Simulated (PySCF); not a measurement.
Shifts of the heteroatoms

Atoms are numbered as in `[CH3:1][C:2]#[C:3][SiH2:4][CH2:5][C:6]([F:7])=[C:8]([F:9])[F:10]`; H(Xn) means a hydrogen on atom n.

- structure optimised with GFN2-xTB
- NMR shieldings at PBE0/pcSseg-1/GIAO
- code: PySCF 2.14
- rapidly exchanging positions averaged, one conformer, non-relativistic, no solvent

Question: Predict the 19F NMR data.

Answer: 
```json
{"atoms": "F10", "environment": "vinylic fluorine", "σ (ppm)": "278.1", "δ (ppm)": "-104.9"}
{"atoms": "F9", "environment": "vinylic fluorine", "σ (ppm)": "297.7", "δ (ppm)": "-122.7"}
{"atoms": "F7", "environment": "vinylic fluorine", "σ (ppm)": "356.1", "δ (ppm)": "-175.3"}
```

Shieldings were converted by a linear fit to measured shifts: 19F: δ = 146.13 − 0.903σ +14.6 on sp3 carbon (rms 6.0 ppm, 223 shifts, 7.0 ppm with the 5 outliers that the fit left out vs CFCl3, solution or neat liquid). A few per cent of atoms miss by over 2 rms, more outside the fitted compound classes.

On a 400 MHz spectrometer 19F resonates near 376.4 MHz, so 1 ppm is 376.4 Hz.

Question: Predict the 29Si NMR data.

Answer: 
```json
{"atoms": "Si4", "environment": "silicon bonded to 2 C, 2 H", "σ (ppm)": "418.1", "δ (ppm)": "-63.7"}
```

Shieldings were converted by a linear fit to measured shifts: 29Si: δ = 279.94 − 0.822σ (rms 8.9 ppm, 72 shifts, 25.8 ppm with the 6 outliers that the fit left out vs TMS, solution or neat liquid). A few per cent of atoms miss by over 2 rms, more outside the fitted compound classes.

On a 400 MHz spectrometer 29Si resonates near 79.5 MHz, so 1 ppm is 79.5 Hz.
